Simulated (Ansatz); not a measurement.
Consider the formal hydrolysis of the Al–Br bond: `[CH3][Al]([SH])[Br]` + H₂O → `[CH3][Al]([OH])[SH]` + HBr.

Computed with Ansatz on PBE0-D4/def2-TZVP structures; ΔE is electronic, products minus reactants. CBS: MP2 limit from def2 TZ/QZ plus the TZ coupled-cluster correction, frozen cores. This one scheme is used for every species. DFT in def2-TZVPP. For Br outer-core shells are correlated without core-valence functions, which leaves a few kJ/mol of doubt a bond. Scalar relativity is left out up to krypton. Each species was taken in one conformer, which may not be the lowest.

`[CH3][Al]([SH])[Br]`:

Cartesian coordinates in Å:
```
C -0.514 -0.527 -0.925
Al 0.425 0.687 0.255
S 0.788 0.337 2.371
Br 1.248 2.641 -0.521
H -1.384 -0.030 -1.364
H 0.134 -0.828 -1.753
H -0.856 -1.428 -0.412
H 0.160 -0.852 2.350
```

H₂O:

Cartesian coordinates in Å:
```
O 0.178 0.044 0.343
H -0.391 0.674 -0.104
H 0.213 -0.718 -0.239
```

`[CH3][Al]([OH])[SH]`:

Z-matrix (Å, degrees):
```
C
Al 1 1.937
H 1 1.094 2 111.2
H 1 1.094 2 111.3 3 119.2
H 1 1.092 2 111.0 3 -120.4
O 2 1.694 1 119.7 3 119.7
S 2 2.192 1 123.0 3 -60.2
H 6 0.955 2 124.5 1 -180.0
H 7 1.344 2 92.9 1 -0.0
```

HBr:

```xyz
2

Br   -0.348   -0.236   -0.572
H     0.348    0.236    0.572
```

CCSD(T)/CBS gives +33.0 kJ/mol.

**Question.** Another level gave +30.6 kJ/mol. Which?
A. CAM-B3LYP-D4/def2-TZVPP
B. PBE0-D4/def2-TZVPP
C. B97M-V/def2-TZVPP
D. MP2/def2-TZVPP

**Answer.** D. MP2/def2-TZVPP 30.6, CAM-B3LYP-D4 20.2, B97M-V 24.3, PBE0-D4 35.0 kJ/mol.

Largest T1 diagnostic among the species: 0.011.

The D4 term adds +3.6 kJ/mol with B3LYP and +2.0 kJ/mol with PBE0; it sums over pairs of atoms, weighted by their polarisabilities, and B3LYP, whose exchange is more repulsive, gets the larger term. From r2SCAN to r2SCAN0 (25 % exact exchange), in def2-TZVPP and without D4, ΔE moves by +3.9 kJ/mol. Leaving LDA and LC-ωPBE aside and taking each functional with its dispersion term where it has one, the values, not all of them listed here, spread over 15.4 kJ/mol, from CAM-B3LYP-D4 to HSE06-D4. LDA lies −4.5 kJ/mol from PBE without D4.

B3LYP here is the variant with VWN-RPA as its local correlation; programs differ in this.
